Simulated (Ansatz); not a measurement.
Wavefunction ladder for CH7ClOSi2, SMILES `CO[SiH2][SiH2]Cl`

```xyz
12

C    -0.2778    1.8793    1.2911
O    -0.2484    0.9842    0.2018
Si    0.0435   -0.6233    0.3752
Si    0.1199   -1.5267   -1.7813
Cl    1.7425   -0.7498   -2.7915
H    -1.0858    1.6321    1.9892
H    -0.4494    2.8839    0.9021
H     0.6720    1.8741    1.8379
H     1.3323   -0.8594    1.0896
H    -1.0335   -1.2830    1.1743
H    -1.1003   -1.2088   -2.5645
H     0.2848   -3.0026   -1.7241
```

Charge 0, multiplicity 1. The geometry is a stationary point of PBE0-D4/def2-TZVP. It is one conformer, not always the lowest. Frozen core, restricted reference, the Gaussian-basis code of Ansatz. CBS rows extrapolate triple and quadruple zeta; past MP2 they add the triple-zeta difference.

```tsv
basis	HF (Eh)	MP2 corr.
def2-TZVPP	-1154.33591	-0.84338
def2-QZVPP	-1154.37268	-0.91262
```

Q: Estimate the CCSD correlation energy and the (T) correction in each basis where they were run (hartree).

A: 
| basis | CCSD corr. | (T) |
| --- | --- | --- |
| def2-TZVPP | -0.90873 | -0.03404 |
| CBS(def2) | -1.02926 | as TZ |
